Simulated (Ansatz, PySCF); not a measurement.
In(F)2(SeH) (F2HInSe), SMILES [F][In]([F])[SeH]. Atoms are numbered in the order given.

```xyz
5

In     0.1648    -0.4072     0.5250
F      1.9217    -1.2364     0.7493
F     -1.0986    -0.8642     1.9493
Se    -0.4377     1.0930    -1.3821
H     -1.7978     1.2469    -0.8233
```
Charge 0, spin multiplicity 1.

Geometry optimised at B3LYP-D3(BJ)/def2-SVP. The structure was generated by enumeration; whether it is a known compound was not checked. The def2 effective core potentials stand for the cores of In; spin–orbit coupling is left out. The values are those of a single conformer.

Two levels are set side by side: PBE-D3(BJ)/def2-SVP (Ansatz, a first-principles code) and B3LYP-D3(BJ)/def2-SVP (Ansatz). Each level has its own optimised geometry; the coordinates shown are those of the second. Frequencies come from the Hessian of PySCF at each geometry. Differences are taken from unrounded values.

```
quantity                            B3LYP-D3(BJ)  PBE-D3(BJ)  PBE-D3(BJ) minus B3LYP-D3(BJ)
----------------------------------  ------------  ----------  -----------------------------
mean bond length (Å)                       1.973       1.983                          0.010
bond In1–F2 (Å)                            1.956       1.969                          0.013
bond In1–F3 (Å)                            1.958       1.972                          0.014
bond In1–Se4 (Å)                           2.500       2.505                          0.005
bond Se4–H5 (Å)                            1.478       1.488                          0.010
highest harmonic wavenumber (cm⁻¹)          2403        2353                            -50
mean harmonic wavenumber (cm⁻¹)              558         542                            -16
zero-point energy (kcal/mol)                7.18        6.98                          -0.21
```

GGA bonds tend to be longer and softer than those of functionals with exact exchange. Differences between two approximate levels are no errors against the true value.
